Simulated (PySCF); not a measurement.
AlCl₂, multiplicity 2. Atoms are numbered in the order given.

```xyz
3

Al     0.0000     0.0000     0.7762
Cl     0.0000    -1.8096    -0.2968
Cl     0.0000     1.8096    -0.2968
```
Charge 0, spin multiplicity 2.

The structure is a stationary point at r2SCAN-D4/def2-TZVP. The spin state was assumed, not searched. The isomer is the one that the SMILES or the coordinates give; other isomers of the formula were not compared.

Method: PySCF with C-PCM-PBE0/def2-SVP.

The values are the electrostatic part of the solvation free energy, E(continuum) − E(gas) at the gas-phase geometry, in a cavity of scaled van der Waals radii (PySCF's table); cavitation and dispersion terms are not included. A continuum can't describe solvent molecules that bind to the metal. The dipole moment in vacuum is 1.55 D.

Computed values in water (ε = 78.36), 2-propanol (ε = 19.26), dichloromethane (ε = 8.93):
```tsv
solvent	ε	ΔG(elec) (kcal/mol)	dipole (D)
water	78.36	-4.9	2.20
2-propanol	19.26	-4.7	2.17
dichloromethane	8.93	-4.3	2.12
```
